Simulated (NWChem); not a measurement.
System: MoHO₂Cl₃; SMILES [O]=[Mo]([OH])([Cl])([Cl])[Cl]

Output (shortened):

```
             Northwest Computational Chemistry Package (NWChem) 7.3.0
             --------------------------------------------------------

 CS  symmetry detected

                             Geometry "geometry" -> ""
                             -------------------------

 Output coordinates in angstroms (scale by  1.889725989 to convert to a.u.)

  No.       Tag          Charge          X              Y              Z
 ---- ---------------- ---------- -------------- -------------- --------------
    1 Mo                  42.0000     0.20109325     0.20312078     0.00000000
    2 O                    8.0000     0.18374995     1.84814314     0.00000000
    3 Cl                  17.0000     0.16606033    -0.57957271     2.14655582
    4 Cl                  17.0000     0.16606033    -0.57957271    -2.14655582
    5 Cl                  17.0000    -1.97884797    -0.07953951     0.00000000
    6 O                    8.0000     1.90366872    -0.23168699     0.00000000
    7 H                    1.0000     2.84909804    -0.40507813     0.00000000

 Effective nuclear repulsion energy (a.u.)    1019.8462701391

      Symmetry information
      --------------------

 Group name             Cs
 Group number              2
 Group order               2
 No. of unique centers     6

                                Z-matrix (autoz)
                                --------

 Units are Angstrom for bonds and degrees for angles

      Type          Name      I     J     K     L     M      Value
      ----------- --------  ----- ----- ----- ----- ----- ----------
    1 Stretch                  1     2                       1.64511
    2 Stretch                  1     3                       2.28507
    3 Stretch                  1     4                       2.28507
    4 Stretch                  1     5                       2.19819
    5 Stretch                  1     6                       1.75722
    6 Stretch                  6     7                       0.96120
    7 Bend                     2     1     3               110.01978
    8 Bend                     2     1     4               110.01978
    9 Bend                     2     1     5                96.78395
   10 Bend                     2     1     6               104.93016
   11 Bend                     3     1     4               139.89658
   12 Bend                     3     1     5                86.60332
   13 Bend                     3     1     6                85.99174
   14 Bend                     4     1     5                86.60332
   15 Bend                     4     1     6                85.99174
   16 Bend                     5     1     6               158.28589
   17 Bend                     7     1     2               103.53950
   18 Bend                     7     1     3                86.46070
   19 Bend                     7     1     4                86.46070
   20 Bend                     7     1     5               159.67655
   21 Torsion                  1     2     6     7         180.00000
   22 Torsion                  1     3     6     7         175.40477
   23 Torsion                  1     4     6     7        -175.40477
   24 Torsion                  1     5     6     7         180.00000

                           NWChem Geometry Optimization
                           ----------------------------

 maximum gradient threshold         (gmax) =   0.000450
 rms gradient threshold             (grms) =   0.000300
 maximum cartesian step threshold   (xmax) =   0.001800
 rms cartesian step threshold       (xrms) =   0.001200
 fixed trust radius                (trust) =   0.300000
 source of zmatrix                         =   autoz

          -------------------
          Energy Minimization
          -------------------

 Using diagonal initial Hessian
 Scaling for Hessian diagonals: bonds = 1.00  angles = 0.25  torsions = 0.10

          --------
          Step   0

                                 NWChem DFT Module
                                 -----------------

 Summary of "ao basis" -> "ao basis" (spherical)
 ------------------------------------------------------------------------------
       Tag                 Description            Shells   Functions and Types
 ---------------- ------------------------------  ------  ---------------------
 Mo                         def2-svp                11       31   5s3p2d1f
 O                          def2-svp                 6       14   3s2p1d
 Cl                         def2-svp                 8       18   4s3p1d
 H                          def2-svp                 3        5   2s1p

      Symmetry analysis of basis
      --------------------------

        a'         76
        a"         42

            General Information
            -------------------
          SCF calculation type: DFT
          Wavefunction type:  closed shell.
          No. of atoms     :     7
          No. of electrons :    82
           Alpha electrons :    41
            Beta electrons :    41
          Charge           :     0
          Spin multiplicity:     1
          Use of symmetry is: on ; symmetry adaption is: on
          Maximum number of iterations: 150
          AO basis - number of functions:   118
                     number of shells:    50
          Convergence on energy requested:  1.00D-06
          Convergence on density requested:  1.00D-05
          Convergence on gradient requested:  5.00D-04

              XC Information
              --------------
                         PBE0 Method XC Functional
                     Hartree-Fock (Exact) Exchange  0.250
          PerdewBurkeErnzerhof Exchange Functional  0.750
            Perdew 1991 LDA Correlation Functional  1.000 local
           PerdewBurkeErnz. Correlation Functional  1.000 non-local

             Grid Information
             ----------------
          Grid used for XC integration:  medium
          Radial quadrature: Mura-Knowles
          Angular quadrature: Lebedev.
          Tag              B.-S. Rad. Rad. Pts. Rad. Cut. Ang. Pts.
          ---              ---------- --------- --------- ---------
          Mo                  1.45      123           9.0       590
          O                   0.60       49          10.0       434
          Cl                  1.00       88          12.0       590
          H                   0.35       45          11.0       434
          Grid pruning is: on
          Number of quadrature shells:   442
          Spatial weights used:  Erf1

      Superposition of Atomic Density Guess
      -------------------------------------

 Sum of atomic energies:       -1605.14413228

      Non-variational initial energy
      ------------------------------

 Total energy =   -1596.003044
 1-e energy   =   -3302.249286
 2-e energy   =    1166.416664
 HOMO         =      -0.398779
 LUMO         =      -0.072349

      Symmetry analysis of molecular orbitals - initial
      -------------------------------------------------

  Numbering of irreducible representations:

     1 a'          2 a"

  Orbital symmetries:

     1 a'          2 a'          3 a"          4 a'          5 a'
     6 a'          7 a'          8 a"          9 a'         10 a"
    11 a'         12 a'         13 a"         14 a'         15 a'
    16 a"         17 a"         18 a'         19 a'         20 a'
    21 a"         22 a'         23 a'         24 a'         25 a'
    26 a"         27 a'         28 a'         29 a"         30 a"
    31 a'         32 a'         33 a"         34 a'         35 a'
    36 a'         37 a"         38 a'         39 a"         40 a'
    41 a"         42 a"         43 a"         44 a'         45 a'
    46 a'         47 a'         48 a'         49 a"         50 a'
    51 a'

   convergence    iter        energy       DeltaE   RMS-Dens  Diis-err
 ---------------- ----- ----------------- --------- --------- ---------
 d= 0,ls=0.0,diis     1  -1598.2686455924 -2.14D+03  4.97D-02  4.53D+00
 d= 0,ls=0.0,diis     2  -1590.1556327765  8.11D+00  4.22D-02  6.27D+01
 d= 0,ls=0.0,diis     3  -1598.5696736757 -8.41D+00  1.06D-02  2.66D+00
 d= 0,ls=0.0,diis     4  -1598.7805480984 -2.11D-01  3.62D-03  6.41D-01
 d= 0,ls=0.0,diis     5  -1598.8476666947 -6.71D-02  1.13D-03  6.36D-03
  Resetting Diis
 d= 0,ls=0.0,diis     6  -1598.8470534521  6.13D-04  6.42D-04  1.27D-02
 d= 0,ls=0.0,diis     7  -1598.8485565552 -1.50D-03  2.77D-04  2.84D-04
 d= 0,ls=0.0,diis     8  -1598.8483261760  2.30D-04  2.18D-04  2.54D-03
 d= 0,ls=0.0,diis     9  -1598.8485806637 -2.54D-04  4.47D-05  5.80D-05
 d= 0,ls=0.0,diis    10  -1598.8485852055 -4.54D-06  1.76D-05  9.81D-06
 d= 0,ls=0.0,diis    11  -1598.8485863940 -1.19D-06  3.32D-06  8.41D-08
 d= 0,ls=0.0,diis    12  -1598.8485864001 -6.18D-09  1.88D-06  7.18D-08

[...]

      ----------------------
      Optimization converged
      ----------------------

  Step       Energy      Delta E   Gmax     Grms     Xrms     Xmax
  ---- ---------------- -------- -------- -------- -------- --------
@   11   -1598.86184033 -1.4D-06  0.00017  0.00006  0.00058  0.00163
                                     ok       ok       ok       ok

                                Z-matrix (autoz)
                                --------

 Units are Angstrom for bonds and degrees for angles

      Type          Name      I     J     K     L     M      Value     Gradient
      ----------- --------  ----- ----- ----- ----- ----- ---------- ----------
    1 Stretch                  1     2                       1.63717    0.00001
    2 Stretch                  1     3                       2.31060    0.00017
    3 Stretch                  1     4                       2.31060    0.00017
    4 Stretch                  1     5                       2.30046    0.00010
    5 Stretch                  1     6                       1.84727    0.00004
    6 Stretch                  6     7                       0.96730   -0.00002
    7 Bend                     2     1     3               107.83554    0.00001
    8 Bend                     2     1     4               107.83554    0.00001
    9 Bend                     2     1     5               101.18986   -0.00007
   10 Bend                     2     1     6               101.70683    0.00006
   11 Bend                     3     1     4               144.26447   -0.00002
   12 Bend                     3     1     5                85.57168    0.00000
   13 Bend                     3     1     6                87.45493   -0.00000
   14 Bend                     4     1     5                85.57168    0.00000
   15 Bend                     4     1     6                87.45493   -0.00000
   16 Bend                     5     1     6               157.10331    0.00001
   17 Bend                     7     1     2               118.09888    0.00005
   18 Bend                     7     1     3                82.63001   -0.00001
   19 Bend                     7     1     4                82.63001   -0.00001
   20 Bend                     7     1     5               140.71126    0.00002
   21 Torsion                  1     2     6     7           0.00000    0.00000
   22 Torsion                  1     3     6     7        -132.61891   -0.00001
   23 Torsion                  1     4     6     7         132.61891    0.00001
   24 Torsion                  1     5     6     7         180.00000    0.00000

                         Geometry "geometry" -> "geometry"
                         ---------------------------------

 Output coordinates in angstroms (scale by  1.889725989 to convert to a.u.)

  No.       Tag          Charge          X              Y              Z
 ---- ---------------- ---------- -------------- -------------- --------------
    1 Mo                  42.0000     0.23175845     0.26744634     0.00000000
    2 O                    8.0000     0.12183524     1.90092232     0.00000000
    3 Cl                  17.0000     0.23750565    -0.44147130     2.19915263
    4 Cl                  17.0000     0.23750565    -0.44147130    -2.19915263
    5 Cl                  17.0000    -1.98990463    -0.32949763     0.00000000
    6 O                    8.0000     2.06168908     0.01492305     0.00000000
    7 H                    1.0000     2.59049323    -0.79503762     0.00000000

 Effective nuclear repulsion energy (a.u.)     998.3611150839

      Symmetry information
      --------------------

 Group name             Cs
 Group number              2
 Group order               2
 No. of unique centers     6

                Final and change from initial internal coordinates
                --------------------------------------------------

                                Z-matrix (autoz)
                                --------

 Units are Angstrom for bonds and degrees for angles

      Type          Name      I     J     K     L     M      Value       Change
      ----------- --------  ----- ----- ----- ----- ----- ---------- ----------
    1 Stretch                  1     2                       1.63717   -0.00794
    2 Stretch                  1     3                       2.31060    0.02553
    3 Stretch                  1     4                       2.31060    0.02553
    4 Stretch                  1     5                       2.30046    0.10227
    5 Stretch                  1     6                       1.84727    0.09005
    6 Stretch                  6     7                       0.96730    0.00610
    7 Bend                     2     1     3               107.83554   -2.18424
    8 Bend                     2     1     4               107.83554   -2.18424
    9 Bend                     2     1     5               101.18986    4.40591
   10 Bend                     2     1     6               101.70683   -3.22333
   11 Bend                     3     1     4               144.26447    4.36789
   12 Bend                     3     1     5                85.57168   -1.03165
   13 Bend                     3     1     6                87.45493    1.46319
   14 Bend                     4     1     5                85.57168   -1.03165
   15 Bend                     4     1     6                87.45493    1.46319
   16 Bend                     5     1     6               157.10331   -1.18258
   17 Bend                     7     1     2               118.09888   14.55938
   18 Bend                     7     1     3                82.63001   -3.83069
   19 Bend                     7     1     4                82.63001   -3.83069
   20 Bend                     7     1     5               140.71126  -18.96530
   21 Torsion                  1     2     6     7           0.00000 -180.00000
   22 Torsion                  1     3     6     7        -132.61891   51.97632
   23 Torsion                  1     4     6     7         132.61891  -51.97632
   24 Torsion                  1     5     6     7         180.00000    0.00000

 ==============================================================================
                                internuclear distances
 ------------------------------------------------------------------------------
       center one      |      center two      | atomic units |  angstroms
 ------------------------------------------------------------------------------
    2 O                |   1 Mo               |     3.09380  |     1.63717
    3 Cl               |   1 Mo               |     4.36640  |     2.31060
    4 Cl               |   1 Mo               |     4.36640  |     2.31060
    5 Cl               |   1 Mo               |     4.34724  |     2.30046
    6 O                |   1 Mo               |     3.49084  |     1.84727
    7 H                |   6 O                |     1.82793  |     0.96730
 ------------------------------------------------------------------------------
                         number of included internuclear distances:          6
 ==============================================================================
```

Level: PBE0/def2-SVP with def2 effective core potentials on Mo. Not confirmed as a minimum by frequencies. def2 effective core potentials on Mo; no spin-orbit coupling.

Q: Which NWChem input produces such a log?

A: One answer among several that fit: the input that was run:
```
start job
memory heap 200 mb stack 900 mb global 1100 mb
geometry units angstroms
  Mo     0.269108     0.088289    -0.068499
  O      1.615477    -0.726262    -0.548287
  Cl     0.202264     0.214339     2.212132
  Cl    -0.988045     0.662234    -1.888278
  Cl    -1.042061    -1.665884     0.120587
  O      0.753244     1.776925    -0.024433
  H      1.078097     2.681553    -0.019982
end
basis spherical
  * library def2-svp
end
ecp
  Mo library def2-ecp
end
dft
  xc pbe0
  iterations 150
end
driver
  maxiter 120
end
task dft optimize
```
